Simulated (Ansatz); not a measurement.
One change: `[SiH3][CH2][AlH][SiH3]` becomes `[SiH3][CH2][AlH][SiH2]Cl`.

Ansatz, PBE0-D4/def2-TZVP geometries, multiplicity 1. Each molecule was computed in one conformer, which needn't be the lowest.

| property | `[SiH3][CH2][AlH][SiH3]` |
| --- | --- |
| size of the dipole moment (B3LYP/def2-TZVPP) / D | 0.65 |
| HOMO–LUMO gap (B3LYP/def2-TZVPP) / eV | 5.11 |
| LUMO energy (PBE/def2-TZVPP) / eV | -2.66 |
| HOMO energy (B3LYP/def2-TZVPP) / eV | -7.20 |
| HOMO energy (PBE/def2-TZVPP) / eV | -6.33 |
| size of the dipole moment (ωB97M-V/def2-TZVPP) / D | 0.65 |

Question: Give the same properties after the change, and the shifts. (Estimate.)

Answer: Computed: 
```tsv
property	`[SiH3][CH2][AlH][SiH2]Cl`	shift
size of the dipole moment (B3LYP/def2-TZVPP) / D	1.57	0.92
HOMO–LUMO gap (B3LYP/def2-TZVPP) / eV	5.87	0.76
LUMO energy (PBE/def2-TZVPP) / eV	-1.95	0.71
HOMO energy (B3LYP/def2-TZVPP) / eV	-7.16	0.04
HOMO energy (PBE/def2-TZVPP) / eV	-6.29	0.04
size of the dipole moment (ωB97M-V/def2-TZVPP) / D	1.60	0.95
```

Dipoles are sizes alone; their direction can turn.

B3LYP here is the variant with VWN-RPA as its local correlation; programs differ in this.
